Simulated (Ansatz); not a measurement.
Reaction (ligand exchange at a Ga–O bond): `[OH][GaH][Cl]` + HBr → `[Cl][GaH][Br]` + H₂O

Calculated with Ansatz (gas phase, PBE0-D4/def2-TZVP geometries, no zero-point term in ΔE). CCSD(T)/CBS is the MP2 limit (def2-TZVPP, def2-QZVPP) plus CCSD(T) − MP2 in def2-TZVPP, frozen cores. This one scheme is used for every species. Functionals use def2-TZVPP. For Br, Ga outer-core shells are correlated without core-valence functions, which leaves a few kJ/mol of doubt a bond. Scalar relativity is left out up to krypton. Each species was taken in one conformer, which may not be the lowest.

Task: Is it downhill or uphill in electronic energy at CCSD(T)/CBS, and by how much? (Best estimate.)

Result: The calculation gave: Downhill: ΔE = -65.0 kJ/mol.

Task: What do these levels give: BLYP-D4, r2SCAN-D4, PBE0-D4, r2SCANh-D4, ωB97M-V, PBE-QIDH, r2SCANh, BHLYP, LC-ωPBE, HF/def2-TZVPP, MP2/def2-TZVPP, CCSD(T)/def2-TZVPP? (An estimate is asked.)

Result: The calculation gave: BLYP-D4 -56.7, r2SCAN-D4 -61.9, PBE0-D4 -69.4, r2SCANh-D4 -64.7, ωB97M-V -63.4, PBE-QIDH -68.1, r2SCANh -64.3, BHLYP -66.1, LC-ωPBE -59.4, HF/def2-TZVPP -72.8, MP2/def2-TZVPP -62.1, CCSD(T)/def2-TZVPP -59.9 kJ/mol.

Task: What do rigid-rotor, harmonic-oscillator terms from PBE0-D4/def2-TZVP frequencies (298.15 K, 1 bar) make of the CCSD(T)/CBS value? (Estimate.)

Result: The calculation gave: ΔZPE = +6.7 kJ/mol, ΔH = -57.0 kJ/mol, ΔS = 8 J/(mol·K), ΔG = -59.4 kJ/mol.

Largest T1 diagnostic among the species: 0.013.

Leaving LDA and LC-ωPBE aside and taking each functional with its dispersion term where it has one, the values, not all of them listed here, spread over 13.7 kJ/mol, from BHLYP-D4 to BLYP-D4. LDA lies +4.5 kJ/mol from PBE without D4. From PBE to PBE0 (25 % exact exchange), in def2-TZVPP and without D4, ΔE moves by −7.1 kJ/mol.
